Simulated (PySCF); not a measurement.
# Worked example: oscillator strength and radiative lifetime

Si(H)(F)(Et)(OH) (C2H7FOSi), SMILES C(C)[SiH](F)O.

Geometry: PBE-D3(BJ)/def2-SVP. The values are those of a single conformer.

PySCF with TDA-B3LYP/def2-SVPD puts the first singlet state with f over 0.02 at 8.15 eV (vertical), with the transition dipole (0.429, -0.048, 0.048) in atomic units.

Q: Find the oscillator strength, the wavelength and the radiative lifetime that this transition would have in vacuum if emission retraced absorption.

A: 
|μ|² = 0.1886 au, so |μ| = 1.10 D. ΔE = 8.15/27.211 = 0.2995 hartree. f = (2/3) ΔE |μ|² = 0.038 (the program prints 0.038).
λ = 1239.84/8.15 = 152 nm; ν = 65734 cm⁻¹.
Einstein's coefficient A = 0.6670 ν² f s⁻¹ (ν in cm⁻¹) = 1.1e8 s⁻¹, so τ = 1/A = 9.2 ns. This state is S4; the lower singlets have f = 0.012, 0.002, 0.014. The figure is the radiative limit of this one transition; relaxation, internal conversion, crossing to triplets and a medium change what is measured.
